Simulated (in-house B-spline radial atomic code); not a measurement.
A fraction x of an electron is moved 2p → 3d in the chlorine ion Cl⁵⁺, starting from [Ne] 3s2 and keeping the highest spin. Level of theory: non-relativistic BP86, spin-polarised, spherical fractional occupations, point nucleus; calculated with a radial B-spline atomic code at the basis-set limit.

| x | E(x) - E(0) (eV) | 2p down level (eV) | 3d up level (eV) |
| --- | --- | --- | --- |
| 0 | 0.0000 | -276.415 | - |
| 0.125 | 27.9257 | -279.766 | -55.087 |
| 0.25 | 56.1695 | -283.089 | -55.870 |
| 0.375 | 84.7301 | -286.383 | -56.635 |
| 0.5 | 113.6060 | -289.648 | -57.384 |
| 0.625 | ? | ? | ? |
| 0.75 | 172.2961 | -296.085 | -58.842 |
| 0.875 | ? | ? | ? |
| 1 | 232.2212 | -302.397 | -60.256 |

(1) What belongs in the row x = 0.625?

(2) What belongs in the row x = 0.875?

(3) Check Janak's theorem between x = 0.125 and 0.25.

Results:

(1) An energy change of 142.7955 eV; 2p down at -292.882 eV, 3d up at -58.119 eV.

(2) An energy change of 202.1056 eV; 2p down at -299.257 eV, 3d up at -59.553 eV.

(3) The slope of the energy is 225.95 eV; the orbital levels give 225.95 eV (ε of the receiving orbital less ε of the emptying one, averaged over the two points).
